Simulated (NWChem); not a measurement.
Species: cyclopentanone (C5H8O); SMILES O=C1CCCC1

Results from NWChem. Pople sets run with spherical d functions. Each level has its own optimisation; frequencies are unscaled. Brackets give each atom's bonded neighbours. One conformer.

| level | r C–O (Å) | r C–C [C(CCHH)–C(CCO)] (Å) | highest harmonic frequency (cm⁻¹) | lowest (cm⁻¹) | zero-point energy (kcal/mol) | dipole (D) |
|---|---|---|---|---|---|---|
| Hartree-Fock/3-21G | 1.207 | 1.529 | 3294 | 92 | 81.8 | 3.22 |
| B3LYP/3-21G | 1.227 | 1.544 | 3136 | 88 | 76.8 | 2.71 |
| B3LYP/6-31G* | 1.211 | 1.535 | 3123 | 97 | 76.5 | 2.89 |
